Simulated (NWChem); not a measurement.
# TiOF$_{2}$; SMILES [O]=[Ti]([F])[F]

```xyz
4

Ti     0.0247    -0.0763     0.0000
O      1.5815     0.2024     0.0000
F     -0.7579     0.1357    -1.5746
F     -0.7579     0.1357     1.5746
```
Atoms are numbered in this order, from 1.

The geometry was optimised at PBE0/def2-SVP.

### Question
Give the principal values of the shielding tensors (ppm) of Ti1, O2, F3 from PBE/pcSseg-1, GIAO (NWChem), with their diamagnetic and paramagnetic parts as GIAO splits them.

### Answer
```tsv
atom	σ11	σ22	σ33	isotropic	diamagnetic	paramagnetic
Ti1	-615.9	-554.1	341.5	-276.2	1608.2	-1884.4
O2	-1784.1	-904.0	177.6	-836.9	404.4	-1241.2
F3	-752.8	44.0	197.5	-170.4	478.4	-648.8
```
